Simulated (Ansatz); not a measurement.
`[Cl][Al]([Cl])[GeH3]` + H₂Se → `[Cl][Al]([Cl])[SeH]` + GeH₄ at 298.15 K and 1 bar (cleavage of the Al–Ge bond).

Isolated molecules relaxed with PBE0-D4/def2-TZVP in Ansatz; ΔE leaves out vibrations. CBS: MP2 limit from def2 TZ/QZ plus the TZ coupled-cluster correction, frozen cores. For Ge, Se outer-core shells are correlated without core-valence functions, which leaves a few kJ/mol of doubt a bond. Scalar relativity is left out up to krypton. Each species was taken in one conformer, which may not be the lowest.

| species | CCSD(T)/CBS energy (Eh) | H − E (kJ/mol) | S (J/(mol·K)) |
| --- | --- | --- | --- |
| `[Cl][Al]([Cl])[GeH3]` | -3239.63177 | 91.4 | 384.3 |
| H₂Se | -2401.89790 | 45.8 | 219.1 |
| `[Cl][Al]([Cl])[SeH]` | -3563.06769 | 49.8 | 352.3 |
| GeH₄ | -2078.49493 | 88.5 | 217.3 |

H − E and S are ideal-gas, rigid-rotor, harmonic terms from PBE0-D4/def2-TZVP, for one conformer and one mirror image of each species. 1 Eh = 2625.50 kJ/mol, R = 8.31446 J/(mol·K).

**Question.** By hand: ΔE, ΔH, ΔS and ΔG.

**Answer.** ΔE = (-3563.06769) + (-2078.49493) − (-3239.63177) − (-2401.89790) = -0.03295 Eh = -86.5 kJ/mol. Δ(H − E) = 49.8 + 88.5 − 91.4 − 45.8 = 1.1, so ΔH = -85.4 kJ/mol. ΔS = 352.3 + 217.3 − 384.3 − 219.1 = -33.8 J/(mol·K). ΔG = -85.4 − 298.15 × (-33.8)/1000 = -75.3 kJ/mol.

**Question.** By hand: the equilibrium constant, and the temperature at which ΔG would vanish if ΔH and ΔS stayed fixed.

**Answer.** log₁₀ K = −ΔG/(RT ln 10) = 13.2. ΔG = 0 at ΔH/ΔS = 2527 K, far beyond where these terms or the molecules hold.

ΔH outweighs TΔS. A doubt of 5 kJ/mol in ΔE shifts log₁₀ K by 0.9 here. Other conformers and mirror images would add mixing entropy, several J/(mol·K) or more a flexible species. Modes under 60 cm⁻¹, often nearly free rotors, make the harmonic entropy too high. These are equilibria of isolated gas molecules and say nothing of rates. Largest T1 diagnostic: 0.012 (customary marks: 0.02 for closed shells, 0.045 for open ones).
